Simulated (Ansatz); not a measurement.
System: HB₂O₂, charge 1, singlet. HB2O2+ (SMILES O=BB=[OH+]).
B3LYP-D3(BJ)/def2-TZVP minimum from Ansatz (a quantum-chemistry and plane-wave program):
```xyz
5

O      0.0000     0.0000    -1.9166
B      0.0000     0.0000    -0.7007
B      0.0000     0.0000     0.9380
O      0.0000     0.0000     2.1292
H      0.0000     0.0000    -2.8868
```
Charge +1, spin multiplicity 1.

Total energies in cc-pVDZ, 18 correlated electrons, 4 frozen orbitals. Radicals and triplets start from unrestricted determinants; spin-orbit coupling is neglected. Correlated methods leave the cores frozen. No relativity.

```tsv
method	program	energy (Eh)	minus CCSDT(Q) (mEh)
HF	Ansatz	-199.45796	539.65
MP2	Ansatz	-199.96708	30.52
CCSD	Ansatz	-199.97574	21.87
CCSD(T)	Ansatz	-199.99435	3.25
CCSDT(Q)	Ansatz	-199.99761	0.00
```

Rough core times of Ansatz's runs on a shared machine: CCSD(T) under 20 s, CCSDT(Q) 2 min.
